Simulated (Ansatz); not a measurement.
Frontier orbitals of F₃H₂NbO₂, SMILES `[OH][Nb]([OH])([F])([F])[F]`.

The species carries charge 0 and has multiplicity 1. Correlated methods include outer-core shells of Nb, which these sets cover unevenly. Nb takes the def2 core potential. The structure was optimised at the PBE0-D4/def2-TZVP level. It is one conformer, not always the lowest. Basis def2-TZVPP, Ansatz 0.2.0.

| functional | HOMO (eV) | LUMO (eV) | gap (eV) |
| --- | --- | --- | --- |
| LDA (SPW92) | -8.67 | -3.31 | 5.36 |
| PBE | -8.40 | -3.07 | 5.33 |
| B97M-V | -8.91 | -2.97 | 5.94 |
| PBE0 | -10.23 | -2.33 | 7.90 |
| HSE06 (plane-wave form) | -9.82 | -2.72 | 7.10 |
| ωB97X-V | -12.73 | -0.07 | 12.66 |
| ωB97M-V | -12.68 | -0.13 | 12.55 |

Against PBE, PBE0 changes HOMO and LUMO by −1.82 and +0.74 eV, ωB97M-V by −4.27 and +2.95 eV. A gap of 5.33 eV thus becomes 12.55 eV for the same molecule, so an orbital gap means little without its functional.
